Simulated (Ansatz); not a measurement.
```yaml
crystal:
  periodic: [false, false, false]
  atoms:
    - {symbol: N, position_ang: [-1.057976, -1.279834, -1.101628]}
    - {symbol: Zr, position_ang: [0.048334, 0.187308, -0.530951]}
    - {symbol: N, position_ang: [-0.681353, 1.662830, 0.958458]}
    - {symbol: N, position_ang: [1.393001, -0.916216, 0.696018]}
    - {symbol: Cl, position_ang: [1.327545, 1.686491, -1.970362]}
    - {symbol: H, position_ang: [-1.184930, -1.861500, -1.197748]}
    - {symbol: H, position_ang: [-1.938915, -0.807449, -1.624549]}
    - {symbol: H, position_ang: [-0.435476, 2.257698, 1.648536]}
    - {symbol: H, position_ang: [-1.511386, 1.390108, 1.334174]}
    - {symbol: H, position_ang: [2.402522, -1.461380, 0.036868]}
    - {symbol: H, position_ang: [1.662328, -1.034943, 1.776968]}
basis:
  gaussian: {orbitals: def2-mTZVP, final_grid: {core_spheres: 1, valence_spheres: 1, degree: 1}}
hamiltonian: {xc: {name: PBE}}
scf: {lower_state_search: off}
```

```sh
$ ansatz run in.yaml --threads 4 --pin off --events-out ev --progress --plain --max-ram 11315MiB
```

Output, abridged:

```
Functional definition: PBE
1228 factors; their error is unknown
mean field evaluation 1: about -18314.0716 eV, gradient 1.4e2 eV
mean field evaluation 2: about -18003.8878 eV, gradient 3.3e2 eV
mean field evaluation 4: about -18341.0050 eV, gradient 7.3e1 eV
mean field evaluation 8: about -18354.2053 eV, gradient 2.2e0 eV
mean field evaluation 16: about -18468.6664 eV, gradient 3.4e1 eV
mean field -18508.67981871 eV, -680.1814377039 hartree, gradient 2.5e-6 eV, S^2 0.000000; 0 other end points of the search recorded, 0 dependent functions left out
reference -18508.67993177 eV, -680.1814418588 hartree; 28, 28 occupied and 102, 102 virtual orbitals, 1228 factors
Total energy: -18508.67993177 eV, -680.1814418588 hartree
Checks for a lower state left out: stability, starts, cluster_reference, orbital_swaps, neighbouring_geometries, increment
```

(1) Something in this input is off. What?

Results:

(1) The integration grid is far too coarse. The run converged. The result belongs to that input, not to the molecule as meant.
